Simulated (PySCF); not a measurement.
CH3S, SMILES [CH2]S, multiplicity 2.

The structure is a stationary point at PBE0-D3(BJ)/def2-TZVP. The isomer is the one that the SMILES or the coordinates give; other isomers of the formula were not compared.

Two levels are set side by side: PBE/def2-TZVPD (PySCF) and M06-2X/def2-TZVPD (PySCF). Same geometry, gas phase. Differences are taken from unrounded values.

```json
[
 {"quantity": "α-spin orbital gap (eV)", "M06-2X": "6.62", "PBE": "3.05", "PBE minus M06-2X": "-3.56"},
 {"quantity": "β-spin orbital gap (eV)", "M06-2X": "8.81", "PBE": "4.71", "PBE minus M06-2X": "-4.11"},
 {"quantity": "dipole moment (D)", "M06-2X": "0.88", "PBE": "0.82", "PBE minus M06-2X": "-0.06"},
 {"quantity": "mean polarisability (bohr³)", "M06-2X": "36.6", "PBE": "37.8", "PBE minus M06-2X": "1.2"}
]
```

PBE's more diffuse valence density responds more strongly to a field. Differences between two approximate levels are no errors against the true value.

Rough cost on one machine, each run with all the roots and properties that it gave: M06-2X against PBE about 2 times.
